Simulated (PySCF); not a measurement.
C3H9ClOSi.

```xyz
15

C      2.8448    -1.0623    -0.4598
O      1.4739    -0.7646    -0.4578
C      0.9641    -0.4277     0.8124
Si    -0.8674     0.0040     0.6093
C     -1.7182    -1.2939    -0.4292
Cl    -1.0186     1.8586    -0.3421
H      3.4531    -0.2012    -0.1164
H      3.1351    -1.3102    -1.4912
H      3.0793    -1.9272     0.1939
H      1.5141     0.4251     1.2636
H      1.0636    -1.2752     1.5283
H     -1.4788     0.1516     1.9599
H     -2.7533    -1.0096    -0.6711
H     -1.1541    -1.4279    -1.3647
H     -1.7340    -2.2580     0.1057
```

The structure is a stationary point at B3LYP-D3(BJ)/def2-SVP. The structure was generated by enumeration; whether it is a known compound was not checked. The values are those of a single conformer.

Calculation: PBE0/pcSseg-1 (PySCF). Non-relativistic, no solvent.

Computed absolute GIAO shielding of each atom: isotropic value and principal components (ppm):
```json
[
 {"atom": "C1", "σ(iso)": "120.4", "σ11": "88.7", "σ22": "90.2", "σ33": "182.4", "span": "93.7"},
 {"atom": "O2", "σ(iso)": "332.4", "σ11": "319.3", "σ22": "325.1", "σ33": "352.7", "span": "33.5"},
 {"atom": "C3", "σ(iso)": "117.3", "σ11": "89.6", "σ22": "97.3", "σ33": "165.1", "span": "75.5"},
 {"atom": "Si4", "σ(iso)": "333.8", "σ11": "277.7", "σ22": "345.1", "σ33": "378.4", "span": "100.8"},
 {"atom": "C5", "σ(iso)": "185.8", "σ11": "172.7", "σ22": "185.6", "σ33": "199.0", "span": "26.4"},
 {"atom": "Cl6", "σ(iso)": "964.8", "σ11": "896.6", "σ22": "965.3", "σ33": "1032.4", "span": "135.8"},
 {"atom": "H7", "σ(iso)": "28.1", "σ11": "24.3", "σ22": "25.9", "σ33": "34.3", "span": "10.0"},
 {"atom": "H8", "σ(iso)": "27.5", "σ11": "23.4", "σ22": "24.8", "σ33": "34.2", "span": "10.8"},
 {"atom": "H9", "σ(iso)": "28.2", "σ11": "24.4", "σ22": "25.9", "σ33": "34.4", "span": "10.1"},
 {"atom": "H10", "σ(iso)": "28.2", "σ11": "24.9", "σ22": "27.5", "σ33": "32.1", "span": "7.1"},
 {"atom": "H11", "σ(iso)": "28.4", "σ11": "25.3", "σ22": "27.0", "σ33": "32.8", "span": "7.5"},
 {"atom": "H12", "σ(iso)": "26.3", "σ11": "22.7", "σ22": "24.5", "σ33": "31.7", "span": "9.1"},
 {"atom": "H13", "σ(iso)": "30.8", "σ11": "26.0", "σ22": "28.6", "σ33": "37.8", "span": "11.8"},
 {"atom": "H14", "σ(iso)": "30.2", "σ11": "25.7", "σ22": "29.4", "σ33": "35.5", "span": "9.8"},
 {"atom": "H15", "σ(iso)": "31.2", "σ11": "26.6", "σ22": "28.1", "σ33": "38.9", "span": "12.3"}
]
```
